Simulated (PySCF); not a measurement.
C3H10Al (charge -1).
SMILES with atom numbers: `[CH3:1][CH2:2][CH2:3][AlH3-:4]` (hydrogens: H5, H6, H7 on C1; H8, H9 on C2; H10, H11 on C3; H12, H13, H14 on Al4)

Cartesian coordinates in Å at the PBE0-D3(BJ)/def2-SVP level; atoms count from 1:
```
atom  x, y, z in Å
C1    -1.6592    0.2545   -0.1517
C2    -0.8855   -0.3412    1.0179
C3     0.5241    0.2307    1.1611
Al4    1.8400   -0.1461   -0.3547
H5    -1.7733    1.3460   -0.0314
H6    -2.6701   -0.1791   -0.2516
H7    -1.1161    0.0969   -1.0974
H8    -1.4918   -0.2048    1.9405
H9    -0.8207   -1.4362    0.8713
H10    0.9877   -0.1749    2.0824
H11    0.4586    1.3253    1.3323
H12    1.8436   -1.7735   -0.6486
H13    1.4226    0.6540   -1.7394
H14    3.3398    0.3479    0.1271
```

The closed-shell ground state was solved at several levels (PySCF, density fitting, gas phase, non-relativistic). No diffuse functions stand in cc-pVDZ, cc-pVTZ and pcSseg-0, which bears on an anion's orbital energies.

```
            level  basis functions  total energy (Eh)  HOMO (eV)  LUMO (eV)  gap (eV)
 PBE0/aug-cc-pVDZ              186          -362.5262      -2.13       2.67      4.80
    PBE0/pcSseg-0               60          -361.9731      -2.15       5.84      7.99
     PBE0/cc-pVTZ              264          -362.5673      -2.05       4.83      6.88
     PBE0/cc-pVDZ              110          -362.5140      -1.90       5.62      7.52
wB97X-D/def2-SVPD              164          -362.5936      -3.99       5.24      9.23
```

Task: Estimate the row for PBE0/IGLO-III, a basis of 249 functions; the other rows only guide the guess.

Result: Total energy -362.5731 Eh, HOMO -2.10 eV, LUMO 4.28 eV, gap 6.38 eV.

Task: Over all these levels, which gives the widest orbital gap and which the narrowest?

Result: wB97X-D/def2-SVPD (range-separated hybrid) has the widest, 9.23 eV, and PBE0/aug-cc-pVDZ (global hybrid, 25 % exact exchange) the narrowest, 4.80 eV. Functional and basis both differ between the two, so the spread mixes both effects.

Task: How much does the basis alone move the frontier levels among the 5 PBE0 rows (the withheld one included)?

Result: The HOMO by 0.25 eV and the LUMO by 3.17 eV. By rising basis size (HOMO, LUMO in eV): pcSseg-0 -2.15, 5.84; cc-pVDZ -1.90, 5.62; aug-cc-pVDZ -2.13, 2.67; IGLO-III -2.10, 4.28; cc-pVTZ -2.05, 4.83.

One conformer stands for the species.

The pairwise dispersion term of wB97X-D wasn't added to the energies; at a given geometry it leaves orbitals and properties as they are.
